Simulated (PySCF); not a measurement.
PySCF input for C₂H₁₀FNSi₂, SMILES FC[SiH2]NC[SiH3], SMD-B3LYP/6-31G*. Coordinates come from a B3LYP-D3(BJ)/def2-SVP optimisation. This is a generated structure with no PubChem entry under its InChIKey; it may be hypothetical. Other conformers were not sampled.

```python
import numpy as np
from pyscf import gto, scf, dft
from pyscf.solvent import smd

mol = gto.M(
    atom='''
    F    -2.70709106    1.02317886    0.99662831
    C    -2.53630058   -0.23122650    0.41126672
    Si   -1.20442185   -0.11686442   -0.94693127
    N     0.35581784    0.36557356   -0.37165473
    C     1.17855338   -0.41413558    0.54816952
    Si    3.02382916   -0.23846615    0.12439616
    H    -3.50529576   -0.57113320   -0.00172369
    H    -2.24967416   -0.95399013    1.19842226
    H    -1.63305041    0.90392412   -1.94144239
    H    -1.11604949   -1.48001493   -1.55602566
    H     0.58387481    1.35476009   -0.39689674
    H     1.00272717   -0.16364587    1.61477851
    H     0.91868279   -1.48338346    0.44914826
    H     3.87468913   -0.92012219    1.14622258
    H     3.37240908    1.21410478    0.09778715
    H     3.29956245   -0.82132371   -1.21946769
    ''',
    basis='6-31G*',
    charge=0,
    spin=0,
    max_memory=1600,
    verbose=3,
)
mf = dft.RKS(mol, xc='b3lyp').density_fit(auxbasis='def2-universal-jkfit')
mf.grids.level = 3
mf.conv_tol = 1e-9
mf.max_cycle = 100
mf.kernel()
res = {}
for name in ['water', 'ethanol', 'chloroform']:
    s = mf.SMD()
    s.with_solvent.solvent, s.with_solvent.sasa_ng = name, 194
    s.kernel(mf.make_rdm1())
    res[name] = (s.e_tot, s.with_solvent.get_cds(), s.dip_moment(), s.mo_energy, s.converged)
    print(f'SMD {name}: dG(solv) = {(s.e_tot - mf.e_tot) * 627.509474:.3f} kcal/mol, of which CDS {res[name][1] * 627.509474:.3f}')
```

Log of the run:

```
converged SCF energy = -815.79140671747
converged SCF energy = -815.790140944226
Dipole moment(X, Y, Z, Debye):  0.05504, -1.34530,  0.51887
SMD water: dG(solv) = 0.794 kcal/mol, of which CDS 5.542
converged SCF energy = -815.798210565938
Dipole moment(X, Y, Z, Debye):  0.06361, -1.32893,  0.49953
SMD ethanol: dG(solv) = -4.269 kcal/mol, of which CDS 0.255
converged SCF energy = -815.797354773403
Dipole moment(X, Y, Z, Debye):  0.10680, -1.24403,  0.40674
SMD chloroform: dG(solv) = -3.732 kcal/mol, of which CDS -0.416
```

Self-consistency was reached.

Cost: roughly 2.3 core-minutes.
